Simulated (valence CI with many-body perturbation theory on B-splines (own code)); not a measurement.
**Energy levels of La²⁵⁺**

Level of theory: valence CI with perturbative core correlation (CI+MBPT): four valence electrons over a frozen Dirac-Fock core [Ar] 3d10, radial functions for each j: 11 s, 11 p, 10 d, 8 f, 5 g, 2 h, with the one-electron correlation potential Σ1 (screened to all orders), the two-electron term Σ2, the three-electron term Σ3, Breit, model QED; selected single and double excitations, second order for the rest, scaled by the run's own slope (own B-spline code, finite nucleus).

No measured levels were compared; by estimate levels hold to about 250 cm⁻¹ or 0.2 % of their energy and the worst to 1 %, as in measured heavy ions of charge 2 to 7; those with d or f electrons hold less well. Among the levels kept, up to 500 cm⁻¹ of a level comes from second order outside the variational space, and about a tenth of that is noise between levels of different J, which matters for small intervals.

Levels 91 to 135 of 179, with energies above the lowest level, (4s^2 4p1/2^2) J=0. "Leading %" is the weight of the configuration and term that name the level; weights of strongly mixed levels are sums over their largest components and can fall short. In the jj column 3d3/2^4 stands for four electrons in 3d with j = 3/2. Lifetimes count E1, E2, E3, M1 and M2 decay at the calculated energies, and are blank where another channel may lead or the interval is too uncertain; long ones can be off by a factor of two.

```tsv
No.	Configuration	Term	J	E (cm⁻¹)	Leading %	g	Second component	Lifetime	Leading jj
91	4s 4p2 4d	3P	0	1977500	45		15 % 4s 4p2 4d 1S	1.72 ps	4s 4p3/2^2 4d3/2 (37 %)
92	4s 4p2 4d	1D	2	2002900	52	1.065	17 % 4s 4p2 4d 3P	1.82 ps	4s 4p3/2^2 4d5/2 (56 %)
93	4s2 4d2	3F	2	2014200	59	0.791	13 % 4s2 4p 4f 3D	1.81 ps	4s^2 4d3/2^2 (43 %)
94	4s2 4d2	3F	3	2020000	63	1.107	17 % 4s2 4p 4f 3D	2.34 ps	4s^2 4d3/2 4d5/2 (63 %)
95	4s2 4d2	1G	4	2022500	40	1.058	20 % 4s2 4p 4f 1G	6.83 ps	4s^2 4d5/2^2 (26 %)
96	4s2 4d2	3F	4	2036700	51	1.183	26 % 4s2 4p 4f 3G	3.02 ps	4s^2 4d5/2^2 (32 %)
97	4s2 4d2	1D	2	2047100	42	1.119	23 % 4s2 4d2 3P	1.79 ps	4s^2 4d3/2 4d5/2 (45 %)
98	4s2 4d2	3P	0	2047200	74		13 % 4s 4p2 4d 3P	1.58 ps	4s^2 4d3/2^2 (63 %)
99	4s2 4d2	3P	1	2063000	84	1.490	10 % 4s 4p2 4d 3P	1.80 ps	4s^2 4d3/2 4d5/2 (84 %)
100	4s2 4p 4f	3G	5	2077500	95	1.199		4.18 ps	4s^2 4p3/2 4f7/2 (95 %)
101	4p3 4d	3F°	2	2085300	37	0.982	14 % 4p3 4d 5D°	15.1 ps	4p1/2^2 4p3/2 4d3/2 (84 %)
102	4s2 4d2	3P	2	2090500	59	1.340	16 % 4s2 4d2 1D	2.07 ps	4s^2 4d5/2^2 (61 %)
103	4p3 4d	3F°	3	2098600	26	1.157	22 % 4p3 4d 5D°	13.2 ps	4p1/2^2 4p3/2 4d3/2 (78 %)
104	4s2 4p 4f	1F	3	2098900	41	0.994	14 % 4s2 4p 4f 3G	2.07 ps	4s^2 4p3/2 4f5/2 (50 %)
105	4p3 4d	3P°	0	2102700	43		36 % 4p3 4d 5D°	11.6 ps	4p1/2^2 4p3/2 4d3/2 (89 %)
106	4s2 4p 4f	3F	4	2112100	40	1.204	28 % 4s2 4d2 3F	1.89 ps	4s^2 4p3/2 4f7/2 (32 %)
107	4p3 4d	5D°	1	2113600	41	1.243	24 % 4p3 4d 3P°	8.19 ps	4p1/2^2 4p3/2 4d3/2 (86 %)
108	4s2 4p 4f	3D	1	2116900	86	0.502	12 % 4s 4p2 4d 3D	2.75 ps	4s^2 4p3/2 4f5/2 (86 %)
109	4s2 4p 4f	3D	2	2119300	56	1.006	20 % 4s2 4p 4f 3F	2.31 ps	4s^2 4p3/2 4f5/2 (58 %)
110	4s2 4p 4f	3F	3	2121600	32	1.167	30 % 4s2 4p 4f 3D	2.08 ps	4s^2 4p3/2 4f7/2 (52 %)
111	4p3 4d	3F°	4	2132900	37	1.285	35 % 4p3 4d 5D°	12.7 ps	4p1/2^2 4p3/2 4d5/2 (89 %)
112	4p3 4d	3D°	2	2149900	36	1.313	29 % 4p3 4d 5D°	7.94 ps	4p1/2^2 4p3/2 4d5/2 (76 %)
113	4s2 4d2	1S	0	2158000	77		9 % 4s 4p2 4d 1S	2.04 ps	4s^2 4d5/2^2 (74 %)
114	4p3 4d	3F°	3	2170300	21	1.097	19 % 4p3 4d 3G°	8.73 ps	4p1/2^2 4p3/2 4d5/2 (60 %)
115	4s2 4p 4f	1D	2	2178400	52	0.968	17 % 4s2 4d2 1D	2.20 ps	4s^2 4p3/2 4f7/2 (53 %)
116	4s2 4p 4f	1G	4	2188100	49	1.020	36 % 4s2 4d2 1G	1.65 ps	4s^2 4p3/2 4f5/2 (29 %)
117	4p3 4d	3D°	1	2219600	54	0.898	24 % 4p3 4d 3P°	6.91 ps	4p1/2^2 4p3/2 4d5/2 (72 %)
118	4p3 4d	3F°	2	2225000	30	1.005	24 % 4p3 4d 5D°	14.0 ps	4p1/2 4p3/2^2 4d3/2 (77 %)
119	4p3 4d	1S°	0	2231600	44		41 % 4p3 4d 5D°	11.0 ps	4p1/2 4p3/2^2 4d3/2 (70 %)
120	4p3 4d	3F°	3	2232900	28	1.114	17 % 4p3 4d 3G°	19.4 ps	4p1/2 4p3/2^2 4d3/2 (71 %)
121	4p3 4d	3D°	1	2234300	57	0.808	28 % 4p3 4d 5D°	10.0 ps	4p1/2 4p3/2^2 4d3/2 (76 %)
122	4p3 4d	3G°	4	2252500	46	1.093	16 % 4p3 4d 1G°	18.9 ps	4p1/2 4p3/2^2 4d3/2 (72 %)
123	4p3 4d	3D°	3	2264600	44	1.339	32 % 4p3 4d 5D°	11.2 ps	4p1/2 4p3/2^2 4d5/2 (86 %)
124	4p3 4d	3F°	4	2269300	35	1.269	25 % 4p3 4d 5D°	16.4 ps	4p1/2 4p3/2^2 4d5/2 (73 %)
125	4s 4p 4d2	5G°	2	2273100	44	0.485	23 % 4s 4p2 4f 5G°	31.4 ps	4s 4p1/2 4d3/2^2 (43 %)
126	4p3 4d	1G°	4	2284300	39	1.159	33 % 4p3 4d 3F°	17.8 ps	4p1/2 4p3/2^2 4d5/2 (76 %)
127	4p3 4d	3G°	5	2289000	78	1.195	13 % 4s 4p 4d2 3G°	22.3 ps	4p1/2 4p3/2^2 4d5/2 (78 %)
128	4s 4p 4d2	5G°	3	2297400	32	1.015	26 % 4s 4p2 4f 5G°	17.0 ps	4s 4p1/2^2 4f5/2 (27 %)
129	4p3 4d	3F°	2	2303200	37	0.928	30 % 4p3 4d 1D°	7.40 ps	4p1/2 4p3/2^2 4d3/2 (70 %)
130	4p3 4d	1P°	1	2309900	36	1.200	16 % 4p3 4d 5D°	3.91 ps	4p1/2 4p3/2^2 4d5/2 (47 %)
131	4s 4p2 4f	5G°	4	2322900	18	1.277	17 % 4s 4p2 4f 5D°	8.66 ps	4s 4p1/2^2 4f7/2 (64 %)
132	4p3 4d	3D°	3	2327100	24	1.135	18 % 4s 4p 4d2 5G°	3.22 ps	4p1/2 4p3/2^2 4d3/2 (26 %)
133	4p3 4d	3P°	0	2327500	53		21 % 4p3 4d 1S°	6.49 ps	4p1/2 4p3/2^2 4d5/2 (61 %)
134	4p3 4d	3P°	2	2329800	41	1.268	10 % 4p3 4d 3F°	2.66 ps	4p1/2 4p3/2^2 4d3/2 (60 %)
135	4s 4p 4d2	5G°	2	2339200	34	0.570	26 % 4s 4p2 4f 5G°	3.43 ps	4s 4p1/2^2 4f5/2 (50 %)
```
